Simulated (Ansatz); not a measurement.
`[BH2-]1[NH2+][BH2-][NH2+]1`. Charge 0, multiplicity 1. The geometry is a stationary point of PBE0-D4/def2-TZVP.

```xyz
12

B    -0.094   -0.859    0.690
N     1.090   -0.303   -0.228
B     0.095    0.860   -0.689
N    -1.091    0.302    0.227
H    -0.472   -1.946    0.328
H     0.172   -0.780    1.863
H     1.389   -0.927   -0.964
H     1.909    0.010    0.274
H     0.472    1.945   -0.323
H    -0.171    0.784   -1.863
H    -1.392    0.926    0.962
H    -1.908   -0.012   -0.277
```

(1) What is the dipole moment at PBE/def2-TZVPP? (Best estimate.)

(2) Give the Mulliken charges with PBE, B3LYP, ωB97M-V in def2-TZVPP. (An estimate is asked.)

Answers

(1) Computed: 0.01 D, zero by symmetry or nearly so.

(2) Computed: 
| atom | PBE | B3LYP | ωB97M-V |
| --- | --- | --- | --- |
| B1 | -0.20 | -0.14 | -0.29 |
| N2 | -0.08 | -0.14 | -0.06 |
| B3 | -0.20 | -0.14 | -0.29 |
| N4 | -0.08 | -0.14 | -0.06 |
| H5 | -0.01 | -0.01 | 0.05 |
| H6 | -0.01 | -0.01 | 0.05 |
| H7 | 0.16 | 0.15 | 0.12 |
| H8 | 0.16 | 0.15 | 0.12 |
| H9 | -0.01 | -0.01 | 0.05 |
| H10 | -0.01 | -0.01 | 0.05 |
| H11 | 0.16 | 0.15 | 0.12 |
| H12 | 0.16 | 0.15 | 0.12 |

B3LYP here is the variant with VWN-RPA as its local correlation; programs differ in this.
